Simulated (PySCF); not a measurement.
## How methods differ on the ionisation energy of C⁺

C⁺ [He] 2s2 2p1 (2P) → C²⁺ [He] 2s2 (1S), as a difference of total energies. All numbers are calculated (PySCF 2.14, the non-relativistic Hamiltonian (point nucleus), in aug-cc-pVDZ (4s3p2d, 23 functions)). Correlated levels: valence: 1s2 frozen. The calculations carry no spin-orbit coupling.

| method | ionisation energy (eV) | error (eV) |
| --- | --- | --- |
| UHF | 24.180 | -0.198 |
| TPSS | 25.032 | +0.654 |
| B3LYP | 25.082 | +0.704 |
| MP2 (valence) | 24.236 | -0.142 |
| SCS-MP2 (valence) | 24.190 | -0.188 |
| CCSD (valence) | 24.051 | -0.327 |
| CCSD(T) (valence) | 24.070 | -0.308 |

Reference: 24.378 eV (measured; NIST levels, between the centres of gravity of the two terms).

Errors of the correlated levels include the incompleteness of this basis and the frozen core.

The coupled-cluster amplitudes are large for C²⁺ (T1 above 0.03 or a double amplitude above 0.15), so a single reference is strained.
